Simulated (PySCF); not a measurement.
# Relaxing a trial structure of CBZn

The starting geometry of this gas-phase doublet was optimised with GFN2-xTB; its bonds are those of `B#[C][Zn]`.

```yaml
atoms:
  - { symbol: C, position_ang: [-2.3910, 1.6436, 0.4115] }
  - { symbol: B, position_ang: [-2.0551, 0.9996, -0.6758] }
  - { symbol: Zn, position_ang: [-2.8891, 2.5920, 2.0299] }
```

Question: Where would you expect an optimisation with BLYP-D3(BJ)/def2-SVP to take it?

Answer: It rearranges to `[B]1=[C][Zn]1`. Contacts that close: B2–Zn3 (3.25 → 2.15 Å).

The energy falls by 0.80 eV over 16 steps:

```csv
step,E − E(last) (eV)
1,0.802
3,0.533
4,0.518
6,0.318
8,0.158
9,0.500
11,0.013
13,0.001
14,0.000
16,0.000
```

Final geometry (Å):

```yaml
atoms:
  - { symbol: C, position_ang: [-2.3829, 2.2867, -0.1033] }
  - { symbol: B, position_ang: [-2.2058, 0.8748, 0.0695] }
  - { symbol: Zn, position_ang: [-2.7614, 2.0531, 1.7788] }
```

The end wasn't checked by frequencies. Open shells are spin-unrestricted. Run with PySCF 2.14.0, 50 s on 2 threads of Arm Neoverse V2, on a shared host.
